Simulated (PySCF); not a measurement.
**Correlation energy of Mn⁸⁺ (manganese, charge +8)**

[Ne] 3s2 3p5, 2P determinant. Computed with PySCF 2.14 in an even-tempered Gaussian basis (20 s from 0.32 bohr⁻², ratio 2.5; 13 p from 0.42 bohr⁻², ratio 2.5; 5 d from 3.8 bohr⁻², ratio 2.7; 5 f from 5.7 bohr⁻², ratio 2.7), with scalar relativity by spin-free X2C-1e. Frozen: 1s2; 15 electrons correlated; the 23 highest virtual orbitals of each spin left out.

| level | correlation energy (mhartree) |
| --- | --- |
| CCSD | -554.38 |
| (T) | -3.85 |
| CCSD(T) | -558.23 |

Diagnostics: T1 = 0.0026, D1 = 0.0101, largest double amplitude 0.039.

Is a single reference adequate?

Yes, within this model without spin-orbit coupling: T1 lies below 0.03 and no double amplitude reaches 0.07.
